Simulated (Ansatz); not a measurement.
Program: Ansatz. Geometries: PBE0-D4/def2-TZVP. ΔE: electronic, gas phase. CBS: MP2 limit from def2 TZ/QZ plus the TZ coupled-cluster correction, frozen cores. DFT in def2-TZVPP. For Ge outer-core shells are correlated without core-valence functions, which leaves a few kJ/mol of doubt a bond. Scalar relativity is left out up to krypton. One conformer a species, not always the lowest.

Reaction (redistribution): `[CH3][GeH3]` + `SB[O][AlH][Cl]` → `[CH3][GeH2][AlH][Cl]` + `OBS`

**Question.** Is it downhill or uphill in electronic energy at CCSD(T)/CBS, and by how much? (Estimate.)

**Answer.** Computed: Uphill: ΔE = +119.9 kJ/mol.

**Question.** What do these levels give: PBE0-D4, PBE, CCSD/def2-TZVPP, HF/def2-QZVPP, MP2/CBS(def2), CCSD/CBS(def2)? (Best estimate.)

**Answer.** Ansatz gave: PBE0-D4 106.1, PBE 100.1, CCSD/def2-TZVPP 123.9, HF/def2-QZVPP 145.6, MP2/CBS(def2) 125.1, CCSD/CBS(def2) 122.9 kJ/mol.

Largest T1 diagnostic among the species: 0.013.

From PBE to PBE0 (25 % exact exchange), in def2-TZVPP and without D4, ΔE moves by +6.5 kJ/mol. In def2-TZVPP, CCSD(T) changes the Hartree–Fock value by −22.1 kJ/mol (the triples alone add −3.0 kJ/mol) and MP2 by −17.0 kJ/mol.
